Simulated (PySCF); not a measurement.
Electron correlation in Mg (magnesium, neutral)

[Ne] 3s1 3p1, high-spin 3P determinant (an excited configuration). Calculation: PySCF 2.14, in aug-cc-pVQZ-DK (7s6p4d3f2g, 84 functions); the spin-free X2C one-electron Hamiltonian (Gaussian nucleus). Frozen: [Ne]; 2 electrons correlated.

With two correlated electrons CCSD is exact within the correlated space (frozen core and kept virtual orbitals).

| level | correlation energy (mhartree) |
| --- | --- |
| CCSD | -4.44 |

Diagnostics: T1 = 0.0069, D1 = 0.0117, largest double amplitude 0.031.

**Question.** Is a single reference adequate?

**Answer.** Yes: T1 lies below 0.03 and no double amplitude reaches 0.07.
